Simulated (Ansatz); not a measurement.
Compare A (`CN[SiH2]C=O`) with its isomer B (`C/C(O)=N\[SiH3]`).

Calculated with Ansatz (gas phase, PBE0-D4/def2-TZVP geometries, no zero-point term in ΔE). CBS: MP2 limit from def2 TZ/QZ plus the TZ coupled-cluster correction, frozen cores. Functionals use def2-TZVPP. B3LYP here is the variant with VWN-RPA as its local correlation; programs differ in this. One conformer a species, not always the lowest.

Q: Which is lower in electronic energy at CCSD(T)/CBS, and by how much? (Estimate.)

A: Computed: B, by 17.5 kcal/mol.

Q: Give E(B) − E(A) in kcal/mol with PBE0-D4, CCSD(T)/def2-TZVPP, B3LYP-D4, r2SCAN-D4, ωB97M-V, PBE-D4, B3LYP. (An estimate is asked.)

A: Computed: PBE0-D4 -19.4, CCSD(T)/def2-TZVPP -17.7, B3LYP-D4 -17.8, r2SCAN-D4 -20.6, ωB97M-V -18.3, PBE-D4 -18.8, B3LYP -17.7. None reverses the order clearly.

Largest T1 diagnostic: 0.013.
